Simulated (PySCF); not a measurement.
Question: Write a Z-matrix for InChI=1S/BrH7Si4/c1-5-3-2-4-5/h5H,2-4H2 as optimised with PBE0-D3(BJ)/def2-SVP.

Answer: 
Z-matrix in Å and degrees, rows numbered from 1:
```
Br
Si  1  2.2531
Si  2  2.3537  1  103.77
Si  3  2.3669  2   85.93  1    78.00
Si  2  2.3546  1  103.71  3    91.81
H   2  1.4923  1  108.27  3  -134.12
H   3  1.4987  2  110.50  1  -173.46
H   3  1.4929  2  118.41  1   -44.94
H   4  1.4935  3  112.08  2   -87.19
H   4  1.4945  3  116.68  2   144.60
H   5  1.4983  2  110.78  1   173.09
H   5  1.4928  2  118.12  1    44.37
```

The 4-membered ring Si2–Si3–Si4–Si5 has internal angles of 85.9° to 88.5°; it is puckered, 0.27 Å rms from its mean plane, widest ring torsion 26°. Si2 (SiH silicon) has angles from 88.5° to 124.6°. Si4 (SiH2 silicon) has angles from 87.8° to 116.7°. Si3 (SiH2 silicon) has angles from 85.9° to 120.7°.

Computed, not measured: PySCF, PBE0-D3(BJ)/def2-SVP geometry optimisation, gas phase.

Point group: Cs (tolerance 0.08 Å). PBE0-D3(BJ)/def2-SVP frequencies: not computed here. The numbers are those of one conformer (Br1–Si2–Si3–Si4 78°, Si2–Si3–Si4–Si5 26°, Si3–Si4–Si5–Si2 -26°, Br1–Si2–Si5–Si4 -78°).

Hardware: one thread, Arm Neoverse V2 (aarch64), shared host. Cost: 2.3 min, 0.68 GiB resident at most. That covers the optimisation of the geometry.
